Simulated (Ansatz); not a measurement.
# How methods differ on C2H3BFN (SMILES FB1C=NC1)

C2H3BFN has 8 atoms, charge 0, and is taken as a singlet. As SMILES, `FB1C=NC1`. Geometry: relaxed at PBE0-D4/def2-TZVP.

```tsv
atom	x (Å)	y (Å)	z (Å)
F	0.2132	-1.0073	1.9184
B	-0.0241	-0.3048	0.8362
C	0.3190	1.1285	0.3458
N	0.3039	0.7286	-0.8812
C	-0.3017	-0.6406	-0.6823
H	0.6565	2.1209	0.6339
H	0.2571	-1.4327	-1.1862
H	-1.3316	-0.6497	-1.0403
```

Each level gives the electronic atomisation energy (eV). The values are calculated. Electronic energies at fixed atoms, without zero-point motion or spin-orbit coupling.

| level | kind | program | value (eV) | CPU time (all runs) |
| --- | --- | --- | --- | --- |
| SVWN5/def2-SVP | LDA | Ansatz | 42.26 | 4.1 s |
| PBE/def2-SVP | GGA | Ansatz | 37.49 | 6.5 s |
| r2SCAN/def2-SVP | meta-GGA | Ansatz | 36.10 | 13 s |
| B3LYP/def2-SVP | global hybrid | Ansatz | 35.90 | 6.6 s |
| PBE0/def2-SVP | global hybrid | Ansatz | 36.39 | 6.9 s |
| wB97M-V/def2-SVP | range-separated hybrid | Ansatz | 36.52 | 64 s |
| PBE-QIDH/def2-SVP | double hybrid | Ansatz | 35.55 | 9.8 s |
| MP2/def2-SVP | perturbation theory | Ansatz | 34.83 | 2.7 s |
| CCSD/def2-SVP | coupled cluster or CI | Ansatz | 33.32 | 18 s |

The values span 33.32 to 42.26 eV. CPU times are rough (shared hosts, several kinds of processor): they show what a rung costs within a factor of a few.
